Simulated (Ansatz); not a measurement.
```yaml
crystal:
  periodic: [false, false, false]
  atoms:
    - {symbol: C, position_ang: [1.700583, -1.870190, -1.850052]}
    - {symbol: N, position_ang: [1.249409, -0.881046, -0.936831]}
    - {symbol: W, position_ang: [0.549743, 0.673228, -0.502984]}
    - {symbol: N, position_ang: [1.910805, 1.626539, 0.540746]}
    - {symbol: O, position_ang: [0.074257, 1.647719, -1.840180]}
    - {symbol: N, position_ang: [-1.029626, 0.270389, 0.567454]}
    - {symbol: C, position_ang: [-2.014671, 1.305269, 0.796842]}
    - {symbol: C, position_ang: [-1.365006, -0.976131, 1.211618]}
    - {symbol: H, position_ang: [1.165760, -2.812178, -1.684118]}
    - {symbol: H, position_ang: [2.766987, -1.770524, -1.398025]}
    - {symbol: H, position_ang: [2.766987, -2.070524, -1.698025]}
    - {symbol: H, position_ang: [2.731967, 1.204012, 0.941228]}
    - {symbol: H, position_ang: [1.941918, 2.631519, 0.616696]}
    - {symbol: H, position_ang: [-2.082524, 1.559532, 1.863041]}
    - {symbol: H, position_ang: [-3.007901, 0.977326, 0.462730]}
    - {symbol: H, position_ang: [-1.765514, 2.214827, 0.246115]}
    - {symbol: H, position_ang: [-0.621863, -1.736798, 0.977823]}
    - {symbol: H, position_ang: [-2.349448, -1.333165, 0.878930]}
    - {symbol: H, position_ang: [-1.407627, -0.857775, 2.302934]}
basis:
  gaussian: {orbitals: def2-TZVPP}
total_charge: -1
magnetization: {spin_polarized: true, initial_magnetization: 1}
hamiltonian: {xc: {name: B2GP-PLYP}}
output: {forces: true}
```

```sh
$ ansatz run in.yaml --threads 4 --pin off --events-out ev --progress --plain --max-ram 66560MiB --backend cuda --devices 0, --max-vram 37GiB
```

It prints (some lines left out):

```
Functional definition: B2GP-PLYP
2576 factors; integrals over basis functions are off by at most 1.2e-3 eV
mean field evaluation 1: about -11576.8909 eV, gradient 6.2e1 eV
mean field evaluation 2: about -11577.2160 eV, gradient 6.2e1 eV
mean field evaluation 4: about -11591.4880 eV, gradient 2.0e1 eV
mean field evaluation 8: about -11593.4594 eV, gradient 1.4e0 eV
mean field evaluation 16: about -11593.8886 eV, gradient 1.1e0 eV
mean field evaluation 32: about -11594.0539 eV, gradient 1.7e0 eV
mean field evaluation 96: about -11593.6353 eV, gradient 3.0e0 eV
mean field -11594.07406126 eV, -426.0743630055 hartree, gradient 2.4e-6 eV, S^2 0.759675; 6 other end points of the search recorded, 0 dependent functions left out
7 core orbitals not correlated: weight in the atoms' cores, before any rotation towards them, 1.000 or more for the frozen orbitals, at most 0.000 for the correlated occupied ones
reference -11594.07423960 eV, -426.0743695596 hartree; 30, 29 occupied and 390, 391 virtual orbitals, 2576 factors
second order -60.54962184 eV of doubles, -0.00000000 eV of singles
Total energy: -11615.87210346 eV, -426.8754262814 hartree
Atom 0 at     1.700583    -1.870190    -1.850052 Å, force    -6.716517     3.148849    -0.730563 eV/Å
Atom 1 at     1.249409    -0.881046    -0.936831 Å, force     1.465282    -4.759189    -2.482061 eV/Å
Atom 2 at     0.549743     0.673228    -0.502984 Å, force    -0.841270     3.149396     3.127439 eV/Å
Atom 3 at     1.910805     1.626539     0.540746 Å, force     0.455644     0.287732     0.304549 eV/Å
Atom 4 at     0.074257     1.647719    -1.840180 Å, force    -0.565581     1.480430    -2.980713 eV/Å
Atom 5 at    -1.029626     0.270389     0.567454 Å, force    -0.758922    -0.555855     0.519201 eV/Å
Atom 6 at    -2.014671     1.305269     0.796842 Å, force     0.048141    -0.203727    -0.035359 eV/Å
Atom 7 at    -1.365006    -0.976131     1.211618 Å, force    -0.069715     0.216971     0.088554 eV/Å
Atom 8 at     1.165760    -2.812178    -1.684118 Å, force     1.404603    -0.467068     0.475727 eV/Å
Atom 9 at     2.766987    -1.770524    -1.398025 Å, force     1.489235    28.674306    31.046604 eV/Å
Atom 10 at     2.766987    -2.070524    -1.698025 Å, force     4.022567   -30.929939   -29.866443 eV/Å
Atom 11 at     2.731967     1.204012     0.941228 Å, force     0.324035     0.106141     0.067836 eV/Å
Atom 12 at     1.941918     2.631519     0.616696 Å, force     0.123275    -0.013784     0.176702 eV/Å
Atom 13 at    -2.082524     1.559532     1.863041 Å, force    -0.104095     0.043789     0.037324 eV/Å
Atom 14 at    -3.007901     0.977326     0.462730 Å, force    -0.097377     0.054856     0.057231 eV/Å
Atom 15 at    -1.765514     2.214827     0.246115 Å, force     0.023270    -0.175806     0.049889 eV/Å
Atom 16 at    -0.621863    -1.736798     0.977823 Å, force    -0.055213     0.145240    -0.036801 eV/Å
Atom 17 at    -2.349448    -1.333165     0.878930 Å, force    -0.072611    -0.080742     0.068404 eV/Å
Atom 18 at    -1.407627    -0.857775     2.302934 Å, force    -0.074750    -0.121603     0.112480 eV/Å
Dipole moment:     0.086841    -0.013139     0.984308 e Å
```

(1) Something in this input is off. What?

## Answers

(1) One atom was put on top of another. The run converged. The result belongs to that input, not to the molecule as meant.
